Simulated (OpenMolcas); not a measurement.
Cr2+ (d4) among equal point charges was computed by CASSCF with the d shell active (OpenMolcas, ANO-RCC-VDZP on the metal). Its lowest spin-free states, and all those of the highest spin:

```
2S+1  Degeneracy  E (cm-1)
   5           3       0.0
   5           2      1820
   3           3     18335
   3           3     18816
   3           3     19827
   3           2     20075
   3           3     21431
   3           3     22292
   3           3     22824
   3           1     23380
   3           3     23584
   3           2     24292
```

Question: Is the site octahedral, tetrahedral or cube-like, axial, or of lower symmetry?

Answer: The states with 2S+1 = 5 have orbital degeneracies 3, 2. Threefold states need a cubic site. For d4 at this spin an octahedron puts the twofold E below the threefold T2 and a tetrahedron or cube puts the threefold T2 below the twofold E, so the site is a tetrahedron or a cube, which this pattern cannot tell apart. The first gap at this spin, 1820 cm-1, is |10Dq| in ligand-field theory. The run had Cr2+ among 4 point charges of -2.5 e arranged as a tetrahedron (Td), 2.12 Å from the ion.

An orbital triplet at a regular site is open to Jahn-Teller coupling, which can distort the site and quench the lowest spin-orbit gaps and is left out. Without dynamic correlation the repulsion within the d shell is too large (B by tens of per cent), so at a given field states of lower spin stand too high. The ground term spreads over less than 5000 cm-1, several times less than with real ligands, so orbital moments are less quenched and χT lies further from the spin-only value than at real sites. Point charges carry no covalency, so the field is a model and not that of real ligands. No measured value stands beside these numbers.
